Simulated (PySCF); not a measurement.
Assigning NMR signals

Numbering as in the mapped SMILES `[CH2:1]=[CH:2]/[CH:3]=[P:4]/[C:5]([CH3:6])([CH3:7])[CH3:8]` (H(Xn): hydrogen on atom n). Ha(C1) is cis to C3; Hb(C1) is trans to C3.

PySCF 2.14 calculation with NMR shieldings at PBE0/pcSseg-1/GIAO and GFN2-xTB geometry; a single conformation, one averaged value for each set of equivalent atoms, no solvent, relativity neglected.

Shifts are taken against calculated references (same method and geometry level): TMS for ¹³C and ¹H.

Q: Assign these signals to the numbered atoms. ¹³C{¹H} NMR (computed): δ 198.6, 147.9, 125.7, 39.0, 32.1.

A: 
198.6 → C3, carbon double-bonded to a heavier main-group atom
147.9 → C2, alkene CH: an sp2 carbon of a C=C bond
125.7 → C1, terminal =CH2 carbon: the olefinic region
39.0 → C5, fully substituted sp3 carbon bonded to P
32.1 → C6/C7/C8, methyl carbon: aliphatic region, no heteroatom directly attached

Q: Assign these signals to the numbered atoms. ¹H NMR (300 MHz, computed): δ 9.53 (m, 1H), 7.20 (m, 1H), 5.55 (m, 1H), 5.50 (m, 1H), 1.29 (m, 9H).

A: 
| δ (ppm) | atoms | environment | reason |
| --- | --- | --- | --- |
| 9.53 | H(C3) | hydrogen on a carbon double-bonded to a heavier main-group atom | – |
| 7.20 | H(C2) | hydrogen on an alkene CH | attached to an sp2 carbon and in the plane of the double bond |
| 5.55 | Hb(C1) | hydrogen on a terminal =CH2 carbon | a vinylic proton, deshielded by the sp2 carbon and the C=C anisotropy |
| 5.50 | Ha(C1) | hydrogen on a terminal =CH2 carbon | – |
| 1.29 | H(C6)/H(C7)/H(C8) | hydrogen on a methyl carbon | – |

Hb(C1) and Ha(C1) lie closer than the usual error of such a calculation, so a measured spectrum could show them in the other order.

Splittings by ³¹P in the carbon and heteronuclear signals aren't shown, as no couplings were computed. Shifts are as computed. Against solution values, carbons near 30 ppm lie about +3 ppm off and those near 130 ppm about +5 ppm. Of 1211 compounds with measured shifts, 218 miss one by over three times the rms of a fit or turn the order of signals round; such compounds aren't used in these exercises. No couplings were computed; multiplicities are counted from neighbouring protons, with m where these are inequivalent, close in shift, in a saturated or five-membered ring or joined by F or P, and br s for small geminal =CH2 splittings.
